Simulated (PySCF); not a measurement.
# Spin states of ZnO⁺

Unrestricted PBE0; PySCF, scalar-relativistic core potentials, basis sets Zn cc-pVDZ-PP with ECP10, O cc-pVDZ. Outer shells of the fragments: Zn+ 3d10 4s1; O 2s2 2p4.

Followed along the bond (rough minima from three points):

| 2Ms+1 | unpaired | ⟨S²⟩ at the start | R at minimum (Å) | Te (eV) |
| --- | --- | --- | --- | --- |
| 2 | π ↑ | 0.82 | 1.79 | 0.00 |
| 4 | σ ↑, π ↑↑ | 3.76 | none in the scan | ≤ 1.03 |
| 2 | σ ↓, π ↑↑ | 1.75 | none in the scan | ≤ 1.20 |

Solutions found at the starting distance of 1.890 Å, counted from the lowest of them; the search is not exhaustive and high or unbound solutions are not listed, so other states can lie among these:

```
2Ms+1   unpaired   term  E (eV)  ⟨S²⟩  ⟨Lz²⟩  μ (D)
    2        π ↑     ²Π    0.00  0.82   1.01  -4.30
    4  σ ↑, π ↑↑    ⁴Σ⁻    1.26  3.76   0.00   0.91
    2  σ ↓, π ↑↑  mixed    1.43  1.75   0.00   0.96
    2  σ ↑, π ↑↓  mixed    2.13  1.75   2.01   0.89
    4  σ ↑↑, π ↑     ⁴Π    2.38  3.75   1.00   0.45
    2        σ ↑    ²Σ⁺    2.39  0.75   0.00  -5.61
```

A term symbol is given only where ⟨S²⟩ and ⟨Lz²⟩ are close to those of a pure state; real π, δ and φ orbitals otherwise mix terms. A positive dipole points towards O; it is taken about the centre of mass and depends on that origin.

Counting both spins, an empty level lies below a filled one in some of these solutions, because spin and occupation are held.
